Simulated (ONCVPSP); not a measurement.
**Reading a pseudo-wave (Sb (Z = 51))**

Columns: radius, all-electron u(r) and pseudo u(r) of the 4s shell (level -148.67 eV) of antimony in the configuration [Ar] 3d10 4s2 4p6 4d10 5s2 5p3; Wu-Cohen, scalar-relativistic, ONCV scheme, ONCVPSP 4.0.1.

| r (bohr) | all-electron | pseudo |
| --- | --- | --- |
| 0.070 | 0.4614 | 0.0834 |
| 0.140 | 0.0207 | 0.1813 |
| 0.210 | -0.6429 | 0.3036 |
| 0.280 | -0.7007 | 0.4531 |
| 0.350 | -0.3142 | 0.6233 |
| 0.420 | 0.2157 | 0.8007 |
| 0.490 | 0.6936 | 0.9672 |
| 0.560 | 1.0392 | 1.1051 |
| 0.630 | 1.2411 | 1.1999 |
| 0.700 | 1.3197 | 1.2437 |
| 0.770 | 1.3072 | 1.2365 |
| 0.840 | 1.2343 | 1.1842 |
| 0.910 | 1.1265 | 1.0974 |
| 0.980 | 1.0027 | 0.9890 |
| 1.050 | 0.8757 | 0.8706 |
| 1.120 | 0.7536 | 0.7522 |
| 1.190 | 0.6410 | 0.6407 |
| 1.260 | 0.5401 | 0.5399 |
| 1.330 | 0.4516 | 0.4515 |
| 1.400 | 0.3752 | 0.3751 |
| 1.470 | 0.3101 | 0.3100 |
| 1.540 | 0.2552 | 0.2551 |
| 1.610 | 0.2092 | 0.2091 |
| 1.680 | 0.1709 | 0.1709 |
| 1.750 | 0.1393 | 0.1392 |
| 1.820 | 0.1132 | 0.1132 |

Question: How many radial nodes do the two functions have?

Answer: The all-electron 4s function has n − l − 1 = 3 (the table is too coarse to show those close to the nucleus); the pseudo-wave has 0, since the states of the same l below it are removed with the core.

Question: At about which radius was the pseudo-wave matched?

Answer: 1.30 bohr. The columns agree to 0.0005 from 1.19 bohr on; several derivatives are matched, so the curves merge somewhat inside the radius.

Question: Is the pseudo-wave norm-conserving?

Answer: Yes: the ONCV scheme keeps the norm inside the radius equal to the all-electron one, which fixes the energy derivative of the logarithmic derivative at the level.
